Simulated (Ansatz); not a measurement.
Born–Oppenheimer molecular dynamics of CH$_{5}$ClGe (8 atoms, charge 0, multiplicity 1). It starts from a relaxed structure.

Method: RKS BLYP-D4/def2-SVP (Ansatz 0.2.0).

* ensemble: NVE (velocity Verlet)
* time step: 1 fs
* steps asked: 100
* starting velocities drawn for: 200 K
* masses: H 3.016 u
* seed: 256807

First frame:

```xyz
8
Properties=species:S:1:pos:R:3
Ge -0.027 0.025 -0.032
Cl 0.402 -0.225 2.119
H 1.339 0.241 -0.742
H -0.924 1.286 -0.169
C -0.939 -1.609 -0.654
H -1.877 -1.754 -0.086
H -1.176 -1.518 -1.733
H -0.283 -2.487 -0.499
```

Q: How far do the bonds stretch over the last three quarters of this one trajectory? (Pairs bonded in most of those frames.)

A: 
```
   bond  mean (Å)  spread (Å)  shortest  longest
Ge1–Cl2     2.207       0.011      2.19     2.23
 Ge1–H3     1.554       0.036      1.50     1.61
 Ge1–H4     1.562       0.034      1.50     1.61
 Ge1–C5     1.974       0.025      1.92     2.00
  C5–H6     1.107       0.007      1.09     1.12
  C5–H7     1.110       0.010      1.09     1.13
  C5–H8     1.107       0.008      1.09     1.12
```

Mean temperature of the second half: 108 K. The conserved energy stayed within 0.12 meV per atom of its start (net change 0.07 meV per atom), so the integration is sound. Over the second half the temperature averaged 0.54 of the 200 K drawn at the start: a run that starts near a minimum puts about half its kinetic energy into the potential. A run of 0.1 ps of so small a system gives no equilibrium averages.

Time of the run: 2.2 min on 2 threads of Arm Neoverse V1, with other jobs on the host, peak memory 0.12 GiB.
